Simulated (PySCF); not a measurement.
Molecule: SMILES [S@@+](C)([AlH3-])CC#N, C3H8AlNS.

Molfile (atoms numbered from 1):
```
C3H8AlNS
     RDKit          3D

 14 13  0  0  0  0  0  0  0  0999 V2000
   -0.7181    1.5011    0.2447 C   0  0  0  0  0  0  0  0  0  0  0  0
   -0.0359    0.2903   -0.9071 S   0  0  0  0  0  0  0  0  0  0  0  0
    2.3155    0.1029   -0.1203 Al  0  0  0  0  0  4  0  0  0  0  0  0
   -0.6491   -1.2573   -0.1647 C   0  0  0  0  0  0  0  0  0  0  0  0
   -2.0974   -1.3458   -0.2159 C   0  0  0  0  0  0  0  0  0  0  0  0
   -3.2537   -1.3740   -0.2417 N   0  0  0  0  0  0  0  0  0  0  0  0
   -0.3835    2.4844   -0.1119 H   0  0  0  0  0  0  0  0  0  0  0  0
   -1.8157    1.4539    0.2196 H   0  0  0  0  0  0  0  0  0  0  0  0
   -0.3321    1.3238    1.2585 H   0  0  0  0  0  0  0  0  0  0  0  0
    2.6955   -1.1890   -0.9869 H   0  0  0  0  0  0  0  0  0  0  0  0
    1.9148   -0.1435    1.4191 H   0  0  0  0  0  0  0  0  0  0  0  0
    2.8327    1.5529   -0.5476 H   0  0  0  0  0  0  0  0  0  0  0  0
   -0.1867   -2.0725   -0.7424 H   0  0  0  0  0  0  0  0  0  0  0  0
   -0.2872   -1.3274    0.8744 H   0  0  0  0  0  0  0  0  0  0  0  0
  2  1  1  1
  2  3  1  0
  2  4  1  0
  4  5  1  0
  5  6  3  0
  1  7  1  0
  1  8  1  0
  1  9  1  0
  3 10  1  0
  3 11  1  0
  3 12  1  0
  4 13  1  0
  4 14  1  0
M  CHG  2   2   1   3  -1
M  END
```

Geometry PBE0-D3(BJ)/def2-SVP throughout; GIAO in PySCF 2.14, gas phase, one conformer, non-relativistic; equivalent atoms averaged; basis pcSseg-1.

For orientation, WP04 gives these absolute shieldings σ: C5 58.2, C4 143.7, C1 147.5, S2 458.8, Al3 420.7, N6 -54.1, H10/H11/H12 28.47, H14 28.40, H7/H8/H9 29.14 ppm.

A run gave: C5 74.2, C4 157.7, C1 162.5, S2 527.3, Al3 421.2, N6 -34.9, H10/H11/H12 27.20, H14 28.04, H7/H8/H9 28.84 ppm (absolute shieldings σ).

Which functional was used in that run?
A. PBE0
B. KT3
C. HF
D. OPBE
E. B97-2

Results:

D. C5 tells them apart best: OPBE gives 74.2, PBE0 gives 65.9, B97-2 gives 68.0, HF gives 66.8, KT3 gives 77.2 ppm.
